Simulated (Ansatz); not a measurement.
Ansatz results at the PBE0-D4/def2-TZVP geometry: HOMO–LUMO gap (B3LYP/def2-TZVPP) 3.65 eV; size of the dipole moment (PBE/def2-TZVPP) 3.06 D; HOMO energy (PBE0/def2-TZVPP) -6.86 eV.

Each molecule was computed in one conformer, which needn't be the lowest.

Q: Which molecule gave them?
A. `BCCBO`
B. `CB1CN1[SiH3]`
C. `BC(=C)N1C[SiH2]1`
D. `[BH2][GeH]([Se]C)[C](=C)[GaH2]`

A: D. The others give `BCCBO`: 6.37, 1.33, -8.11; `CB1CN1[SiH3]`: 7.48, 0.51, -7.56; `BC(=C)N1C[SiH2]1`: 3.89, 1.74, -6.17.

B3LYP here is the variant with VWN-RPA as its local correlation; programs differ in this.
